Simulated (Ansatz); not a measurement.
Reactions of C$_{2}$H$_{7}$GeN, SMILES `[CH3][GeH]1[CH2][NH]1`.

Gas-phase electronic energies from Ansatz, PBE0-D4/def2-TZVP geometries. CCSD(T)/CBS is the MP2 limit (def2-TZVPP, def2-QZVPP) plus CCSD(T) − MP2 in def2-TZVPP, frozen cores. This one scheme is used for every species. DFT in def2-TZVPP. For Ge outer-core shells are correlated without core-valence functions, which leaves a few kJ/mol of doubt a bond. Scalar relativity is left out up to krypton. Each species was taken in one conformer, which may not be the lowest.

| reaction | CCSD(T)/CBS(def2) (eV) |
| --- | --- |
| `[CH3][GeH]1[CH2][NH]1` → `C=[C](N)[GeH3]` | -0.21 |
| `[CH3][GeH]1[CH2][NH]1` → `C1[CH2][GeH2][NH]1` | -0.42 |
| `[CH3][GeH]1[CH2][NH]1` + `C[Si](F)(S)S` → `[SH][GeH]1[CH2][NH]1` + `C[Si](C)(F)S` | ? |
| `[CH3][GeH]1[CH2][NH]1` + SiH₄ → `[SiH3][GeH]1[CH2][NH]1` + CH₄ | -0.42 |
| `[CH3][GeH]1[CH2][NH]1` → `C/N=[CH]\[GeH3]` | ? |
| `[CH3][GeH]1[CH2][NH]1` + `CN([SiH2]Cl)[SiH](O)F` → `[CH3][Ge]1([OH])[CH2][NH]1` + `CN([SiH2]F)[SiH2]Cl` | 0.89 |
| `[CH3][GeH]1[CH2][NH]1` → `[CH3][GeH2][CH]=N` | -0.37 |
| `[CH3][GeH]1[CH2][NH]1` + H–F → `[F][GeH]1[CH2][NH]1` + CH₄ | -0.54 |
| `[CH3][GeH]1[CH2][NH]1` + `NC1(F)CO1` → `C[C@@H]1O[C@]1(N)F` + `[CH2]1[NH][GeH2]1` | ? |
| `[CH3][GeH]1[CH2][NH]1` → `N=C[CH2][GeH3]` | -0.34 |

(1) Fill in the missing values. (An estimate is asked.)

Largest T1 diagnostic: 0.013, for `[SiH3][GeH]1[CH2][NH]1`.

Answers

(1) Computed: `[CH3][GeH]1[CH2][NH]1` + `C[Si](F)(S)S` → `[SH][GeH]1[CH2][NH]1` + `C[Si](C)(F)S`: +0.11 eV; `[CH3][GeH]1[CH2][NH]1` → `C/N=[CH]\[GeH3]`: +0.17 eV; `[CH3][GeH]1[CH2][NH]1` + `NC1(F)CO1` → `C[C@@H]1O[C@]1(N)F` + `[CH2]1[NH][GeH2]1`: +0.21 eV.
